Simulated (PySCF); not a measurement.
Assignment exercise: C₈H₁₁ClO

Molfile (atoms numbered from 1):
```
C8H11ClO
     RDKit          3D

 21 20  0  0  0  0  0  0  0  0999 V2000
    1.5750   -2.2233   -0.1664 C   0  0  0  0  0  0  0  0  0  0  0  0
    0.6506   -1.3753   -0.6040 C   0  0  0  0  0  0  0  0  0  0  0  0
    0.7211    0.0763   -0.4770 C   0  0  0  0  0  0  0  0  0  0  0  0
    2.0765    0.6927   -0.5836 C   0  0  0  0  0  0  0  0  0  0  0  0
   -0.4145    0.8048   -0.2671 C   0  0  0  0  0  0  0  0  0  0  0  0
   -1.7634    0.1504   -0.1304 C   0  0  0  0  0  0  0  0  0  0  0  0
   -1.9517   -0.4470    1.2652 C   0  0  0  0  0  0  0  0  0  0  0  0
   -0.2928    2.2395   -0.0816 C   0  0  0  0  0  0  0  0  0  0  0  0
    0.6649    2.9367   -0.2301 O   0  0  0  0  0  0  0  0  0  0  0  0
   -1.7890    3.0529    0.4805 Cl  0  0  0  0  0  0  0  0  0  0  0  0
    2.4586   -1.9005    0.3584 H   0  0  0  0  0  0  0  0  0  0  0  0
    1.4585   -3.2867   -0.2858 H   0  0  0  0  0  0  0  0  0  0  0  0
   -0.2378   -1.7754   -1.0732 H   0  0  0  0  0  0  0  0  0  0  0  0
    2.3262    1.2417    0.3238 H   0  0  0  0  0  0  0  0  0  0  0  0
    2.8348   -0.0601   -0.7749 H   0  0  0  0  0  0  0  0  0  0  0  0
    2.0905    1.4204   -1.3938 H   0  0  0  0  0  0  0  0  0  0  0  0
   -1.8708   -0.6365   -0.8787 H   0  0  0  0  0  0  0  0  0  0  0  0
   -2.5467    0.8839   -0.3130 H   0  0  0  0  0  0  0  0  0  0  0  0
   -1.8892    0.3341    2.0185 H   0  0  0  0  0  0  0  0  0  0  0  0
   -2.9262   -0.9225    1.3417 H   0  0  0  0  0  0  0  0  0  0  0  0
   -1.1835   -1.1894    1.4710 H   0  0  0  0  0  0  0  0  0  0  0  0
  1  2  2  0
  2  3  1  0
  3  4  1  0
  3  5  2  0
  5  6  1  0
  6  7  1  0
  5  8  1  0
  8  9  2  0
  8 10  1  0
  1 11  1  0
  1 12  1  0
  2 13  1  0
  4 14  1  0
  4 15  1  0
  4 16  1  0
  6 17  1  0
  6 18  1  0
  7 19  1  0
  7 20  1  0
  7 21  1  0
M  END
```

Theoretical values (PySCF 2.14): GIAO PBE0/pcSseg-1 shieldings, GFN2-xTB structure. Non-relativistic Hamiltonian, equivalent nuclei averaged, one computed conformer, gas phase.

Referencing at the same level of theory: TMS for ¹³C (σ = 186.93 ppm) and ¹H (σ = 31.72 ppm).

Task: Assign these signals to the numbered atoms. ¹³C{¹H} NMR (computed): δ 176.6 (C), 168.0 (C), 148.8 (CH), 137.1 (C), 132.3 (CH2), 28.9 (CH2), 27.9 (CH3), 15.8 (CH3).

Result: 
| δ (ppm) | atoms | environment | reason |
| --- | --- | --- | --- |
| 176.6 | C8 | carbonyl carbon | – |
| 168.0 | C3 | β carbon of a C=C–C=O unit | conjugation with the carbonyl draws π density from the β position |
| 148.8 | C2 | alkene CH | the olefinic region |
| 137.1 | C5 | α carbon of a C=C–C=O unit | the olefinic region |
| 132.3 | C1 | terminal =CH2 carbon | an sp2 carbon of a C=C bond |
| 28.9 | C6 | allylic sp3 CH2 | saturated and bonded to C and H only |
| 27.9 | C4 | allylic methyl carbon | aliphatic region, no heteroatom directly attached |
| 15.8 | C7 | methyl carbon | aliphatic region, no heteroatom directly attached |

C6 and C4 lie closer than the usual error of such a calculation, so a measured spectrum could show them in the other order.

Task: Assign these signals to the numbered atoms. ¹H NMR (400 MHz, computed): δ 7.31 (m, 1H), 6.10 (m, 1H), 6.02 (m, 1H), 2.86 (q, 2H), 2.59 (s, 3H), 1.05 (t, 3H).

Result: 
| δ (ppm) | atoms | environment | reason |
| --- | --- | --- | --- |
| 7.31 | H13 | hydrogen on an alkene CH | olefinic region |
| 6.10 | H11 | hydrogen on a terminal =CH2 carbon | olefinic region |
| 6.02 | H12 | hydrogen on a terminal =CH2 carbon | – |
| 2.86 | H17/H18 | hydrogen on an allylic sp3 CH2 | allylic position |
| 2.59 | H14/H15/H16 | hydrogen on an allylic methyl carbon | allylic position |
| 1.05 | H19/H20/H21 | hydrogen on a methyl carbon | – |

H11 and H12 lie closer than the usual error of such a calculation, so a measured spectrum could show them in the other order.

Carbons that carry Cl, above all several Cl atoms, come out too deshielded, partly because spin–orbit coupling is missing. Shifts are as computed. Against solution values, carbons near 30 ppm lie about +3 ppm off and those near 130 ppm about +5 ppm; carbons on Cl a further +6 ppm. Of 1211 compounds with measured shifts, 218 miss one by over three times the rms of a fit or turn the order of signals round; such compounds aren't used in these exercises. Multiplicities follow the n + 1 count of equivalent neighbours, as no J values were calculated; m marks all less simple cases, F and P coupling included.
